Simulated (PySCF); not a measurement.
# Bond energies at PBE/def2-TZVPP beside a composite method

PySCF, lowest determinants of a PBE0 search. The composite is CCSD(T) extrapolated to the basis-set limit from two correlation-consistent sets, with core-valence (CV) and scalar-relativistic (SR) terms as its label shows; it has no spin–orbit coupling and nothing beyond (T).

```
species  state (unpaired electrons)  De PBE (eV)  De composite (eV)              composite     dissociates to
    KCl      singlet (closed shell)         4.23               4.33     CCSD(T)/CBS(DT)+CV             K + Cl
    ICl      singlet (closed shell)         2.63               2.43     CCSD(T)/CBS(TQ)+CV             I + Cl
    BBr      singlet (closed shell)         4.80               4.58     CCSD(T)/CBS(TQ)+CV             B + Br
   SbCl              triplet (π ↑↑)         3.41               3.04        CCSD(T)/CBS(DT)            Sb + Cl
     P2      singlet (closed shell)         5.28               5.05  CCSD(T)/CBS(TQ)+CV+SR              P + P
    Rb2      singlet (closed shell)         0.53               0.51        CCSD(T)/CBS(DT)            Rb + Rb
    AgF      singlet (closed shell)         3.58               3.48     CCSD(T)/CBS(TQ)+CV  Ag (4d10 5s1) + F
    BeH               doublet (σ ↑)         2.37               2.18  CCSD(T)/CBS(TQ)+CV+SR             Be + H
```

Question: Does PBE bind more or less than the composite, by how much on average, and where is the difference largest?

Answer: PBE/def2-TZVPP binds more on average, method and basis taken together: the mean signed difference is +0.15 eV and the mean absolute one 0.18 eV; it is largest for SbCl (+0.37 eV).

The molecules are drawn from runs that passed checks on state, spin purity and fit, so the hardest cases are missing and the errors look smaller than over all diatomics.

Correlated steps freeze the inner cores (1 to 28 orbitals); shallow outer-core shells are correlated. Closed-shell solutions of metal pairs were not tested for spin polarisation, which can lower them a little. Spin–orbit coupling is left out, which matters for elements this heavy, above all for dissociation energies. Where the molecule has an RHF reference, its open-shell atoms are computed with UHF. The CCSD T1 diagnostic is raised in AgF, a sign that a single reference may not be enough there. States were picked by a PBE0 search and need not be the measured ground states.
